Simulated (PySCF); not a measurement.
Several molecules and their computed UV-vis stick spectra, shuffled. Method: PySCF, TDDFT B3LYP/def2-SVPD, vertical, gas phase, core orbitals frozen in the response. Geometries: GFN2-xTB; one conformer of each isolated species. Triplets are in the Tamm–Dancoff approximation.

A. `N#C[C@H]1CC[SiH2]OC1`
B. `C=CO[Si@](N)(C#C)C`
C. `CO[C@@H]1C[C@@]1([SiH3])C#N`
D. `FP(F)P(P(F)F)P(F)F`
E. `C1C[SiH2]N[C@@H]1CC`

Lowest singlet levels (six at most, fewer where fewer were computed) with oscillator strengths:

1. 190 nm (f 0.005); 182 nm (f 0.020); 178 nm (f 0.032); 177 nm (f 0.050); 170 nm (f 0.020); 169 nm (f 0.017); T1 5.95 eV
2. 278 nm (f 0.001); 271 nm (f 0.004 summed over 2 states); 268 nm (f 0.000); 267 nm (f 0.013 summed over 2 states); 233 nm (f 0.000) [of 8 roots; the last level is left out, as the window may have cut its degenerate partner]; T1 3.82 eV
3. 183 nm (f 0.001); 173 nm (f 0.006); 170 nm (f 0.008); 165 nm (f 0.003); 161 nm (f 0.017); 161 nm (f 0.026); T1 6.47 eV
4. 224 nm (f 0.012); 212 nm (f 0.007); 193 nm (f 0.002); 188 nm (f 0.015); 186 nm (f 0.025); 178 nm (f 0.027); T1 5.31 eV
5. 225 nm (f 0.004); 213 nm (f 0.022); 206 nm (f 0.016); 203 nm (f 0.010); 200 nm (f 0.015); 197 nm (f 0.024); T1 4.34 eV

Problem. Which spectrum belongs to which structure?

Solution. 1 = C, 2 = D, 3 = A, 4 = E, 5 = B.
- A: S1 at 6.78 eV, HOMO→LUMO (95%); Löwdin shares by element: HOMO oxygen 32%, carbon 24% or more, silicon 12% (atoms not listed hold the other 32%); LUMO silicon 27%, hydrogen 16% or more, oxygen 8% (atoms not listed hold the other 49%); HOMO -7.99 and LUMO -0.18 eV.
- B: S1 at 5.50 eV, HOMO→LUMO (97%); Löwdin shares by element: HOMO carbon 63% or more, oxygen 22%; LUMO carbon 55% or more, silicon 15%, nitrogen 6% (atoms not listed hold the other 24%); HOMO -6.57 and LUMO -0.31 eV.
- C: S1 at 6.51 eV, HOMO→LUMO (86%); Löwdin shares by element: HOMO oxygen 35%, carbon 27% or more, nitrogen 11% (atoms not listed hold the other 27%); LUMO silicon 30%, nitrogen 14%, carbon 12% or more, hydrogen 10% or more (atoms not listed hold the other 34%); HOMO -7.59 and LUMO -0.06 eV.
- D: S1 at 4.46 eV, HOMO-1→LUMO/LUMO+1 (≥49%), HOMO-2→LUMO/LUMO+1 (≥30%); Löwdin shares by element: HOMO (one of a set within 0.03 eV) phosphorus 86%; LUMO (one of a set within 0.03 eV) phosphorus 60% or more, fluorine 10% or more (atoms not listed hold the other 30%); HOMO -8.15 and LUMO -2.54 eV; point group C3, 2 of its 7 listed states under f = 0.0005.
- E: S1 at 5.54 eV, HOMO→LUMO (95%); Löwdin shares by element: HOMO nitrogen 55%, carbon 10% or more, silicon 10%, hydrogen 6% or more (atoms not listed hold the other 19%); LUMO silicon 24%, hydrogen 20% or more, carbon 10% or more (atoms not listed hold the other 46%); HOMO -6.29 and LUMO 0.27 eV.
B and E have S1 within 0.04 eV of each other; their strongest listed levels stand at 6.28 eV (f 0.024) and 6.95 eV (f 0.027).

A slash joins orbitals within 0.01 eV of each other, whose weights are summed (≥ marks a lower bound).
